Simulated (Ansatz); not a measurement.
Molecule: C₅H₁₁O, net charge 1, singlet state. It need not be the lowest isomer of its formula. 
Geometry from a B3LYP-D3(BJ)/def2-TZVP (Ansatz, a quantum-chemistry and plane-wave program) optimisation:
```
C
O 1 1.2753
H 2 0.9788 1 113.05
C 1 1.4706 2 116.79 3 177.52
H 4 1.0943 1 107.77 2 146.88
H 4 1.1040 5 103.82 1 -109.44
C 1 1.4782 2 120.70 3 -2.12
H 7 1.0950 1 107.29 2 138.20
H 7 1.1006 8 103.87 1 -110.59
C 7 1.5243 8 112.50 9 -120.41
H 10 1.0882 7 109.49 8 56.07
H 10 1.0917 11 107.14 7 121.56
H 10 1.0939 11 106.10 12 116.99
C 4 1.5252 5 113.10 6 -120.04
H 14 1.0880 4 109.04 5 55.02
H 14 1.0884 15 108.22 4 -121.64
H 14 1.0897 15 108.17 16 -117.44
```
Charge +1, spin multiplicity 1.

Total electronic energies in hartree. Valence correlation only, unless marked. Spin-orbit coupling is left out. Non-relativistic. Basis-set limits of correlation are two-point, X^-3; Hartree-Fock from the larger set.

```
level                                program  energy (Eh)
----------------------------  --------------  -----------
HF/6-31G*                             Ansatz   -270.36321
revPBE-D3(BJ)/def2-TZVPD      Ansatz + dftd3          [?]
PBE0-D3(BJ)/def2-TZVPD        Ansatz + dftd3   -271.90604
HSE06/def2-TZVPD                      Ansatz          [?]
LC-wPBE/def2-TZVPD                    Ansatz          [?]
B2GP-PLYP-D3(BJ)/def2-TZVPD   Ansatz + dftd3   -271.92301
SCS-MP2/6-31G*                        Ansatz   -271.16686
CCSD/cc-pVDZ                          Ansatz   -271.33757
CCSD(T)/CBS(cc-pVTZ,cc-pVQZ)          Ansatz    -271.7742
```

Task: Fill in the missing entries.

Result: 
- revPBE-D3(BJ)/def2-TZVPD, energy (Eh): -272.16718
- HSE06/def2-TZVPD, energy (Eh): -271.87969
- LC-wPBE/def2-TZVPD, energy (Eh): -272.05248
